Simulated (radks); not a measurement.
Results of a calculation; reference values are marked as such.
Question: Species: In II. Configuration: [Ar] 3d10 4s2 4p4 4d10 5s2 5p2 (not the ground configuration). Code: a radial shooting solver on a logarithmic mesh with Libxc functionals. Model: Dirac Kohn-Sham, PBE, spin-unpolarised, spherical densities, point nucleus; open shells fill j = l - 1/2 first.

Spin-orbit splittings of the eigenvalues, e(l+1/2) - e(l-1/2), with zeta = 2 splitting/(2l+1) and mean radii in bohr:

shell  occ.  splitting (eV)  zeta (eV)  <r> j=l-1/2  <r> j=l+1/2
2p        6           211.0      140.6       0.1084       0.1137
3p        6               ?          ?       0.3392       0.3503
3d       10           7.815      3.126       0.3220       0.3256
4p        4           6.960      4.640       0.8839       0.9117
4d       10          0.9981     0.3992        1.085        1.097
5p        2          0.6498     0.4332        2.691        2.787

Estimate the 3p splitting.

Answer: 38.13 eV (zeta = 25.42 eV).
